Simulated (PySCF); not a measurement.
# Static response to an electric field

C₅H₁₃BSSi.
Cartesian coordinates in Å at the PBE0-D3(BJ)/def2-SVP level; atoms count from 1:
```
atom  x, y, z in Å
Si1    2.9668    0.9740   -0.1471
S2     2.1889   -0.1079    1.5267
C3     0.4541   -0.3029    0.9413
B4     0.3158   -1.0715   -0.4275
C5    -0.9538   -0.8303   -1.3047
C6    -1.7189    0.4649   -1.0289
C7    -1.7693    0.8014    0.4586
C8    -0.3751    0.9764    1.0551
H9     2.6386    2.4332   -0.1328
H10    4.4498    0.8198   -0.1443
H11    2.3800    0.3887   -1.3974
H12    0.0439   -1.0541    1.6510
H13    1.1088   -1.9430   -0.7062
H14   -0.7495   -0.9846   -2.3775
H15   -1.5820   -1.7083   -1.0309
H16   -2.7402    0.4129   -1.4403
H17   -1.2238    1.2974   -1.5596
H18   -2.3530    1.7224    0.6177
H19   -2.3072    0.0025    1.0024
H20   -0.4298    1.3025    2.1061
H21    0.1393    1.7913    0.5147
```

Level: PBE0/def2-SVPD (PySCF), static field, nuclei fixed, core orbitals frozen in the response. The polarisability tensor in these axes (au):

```
x   136.78   3.95   4.18
y     3.95 108.29   0.69
z     4.18   0.69 112.91
```

**Question.** Diagonalise the tensor; give its mean and Δα, where Δα² is half the sum of the squared differences of the eigenvalues.

**Answer.** Principal values 107.75, 112.20 and 138.03 au; mean 119.33 au = 17.68 Å³ = 19.67 × 10⁻⁴⁰ C²·m²/J; Δα = 28.31 au (24 % of the mean).

**Question.** What is the dipole moment, and where does it point?

**Answer.** (-1.92, 0.32, -0.88) D, 2.14 D in size, pointing from the negative to the positive side. Measured along this direction, the outermost atoms are H10 at the negative end and H16 at the positive end.

**Question.** Orientational against electronic polarisability at 350 K (dilute gas, rigid molecules)?

**Answer.** In Gaussian units μ²/3kT = 31.59 Å³ against 17.68 Å³, a ratio of 1.79; the Debye molar polarisation (4π/3)N_A(α + μ²/3kT) is 124.3 cm³/mol, leaving out the vibrational part.

**Question.** Give the eigenvalues of the traceless quadrupole moment Θ = ½Σq(3rr − r²1), origin at the centre of nuclear charge.

**Answer.** -4.76, -2.15, 6.91 D·Å. The values depend on the origin, since the dipole doesn't vanish. The electronic extent ⟨r²⟩ about the same centre is 1616 bohr², a root-mean-square distance of 2.41 Å for the 78 electrons.

**Question.** What depolarisation ratio follows for Rayleigh scattering of linearly polarised light, taking the static tensor?

**Answer.** ρ = 3Δα²/(45ᾱ² + 4Δα²) = 2405.1/(640755 + 3206.8) = 0.00373.

Isolated species at its PBE0-D3(BJ)/def2-SVP geometry (one conformer only).

These values come from a run that also computed excited states and ΔSCF ions. The run took 5.1 min (grids of density and orbitals included) on one thread of an Arm Neoverse N1, no GPU (shared host).
